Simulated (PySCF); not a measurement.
iminoborane (BH₂N), SMILES B=N. Atoms are numbered in the order given.

```xyz
4

B      0.0000     0.0000     0.6917
N      0.0000     0.0000    -0.5412
H      0.0000     0.0000     1.8633
H      0.0000     0.0000    -1.5331
```
Charge 0, spin multiplicity 1.

Coordinates come from a PBE0-D3(BJ)/def2-TZVPD optimisation.

These are B3LYP/pcJ-1 in PySCF values and carry that method's errors.

Isotropic couplings with Fermi-contact, spin-dipole and both spin-orbit terms, one fixed conformer, no vibrational averaging. Isotopes: 11B, 14N, 1H.

Computed spin–spin coupling constants:
```json
[
 {"pair": "B1–N2", "bonds apart": "1", "J (Hz)": "65.9"},
 {"pair": "B1–H3", "bonds apart": "1", "J (Hz)": "261.1"},
 {"pair": "N2–H4", "bonds apart": "1", "J (Hz)": "86.0"},
 {"pair": "B1–H4", "bonds apart": "2", "J (Hz)": "62.9"},
 {"pair": "N2–H3", "bonds apart": "2", "J (Hz)": "12.5"},
 {"pair": "H3–H4", "bonds apart": "3", "J (Hz)": "7.0"}
]
```
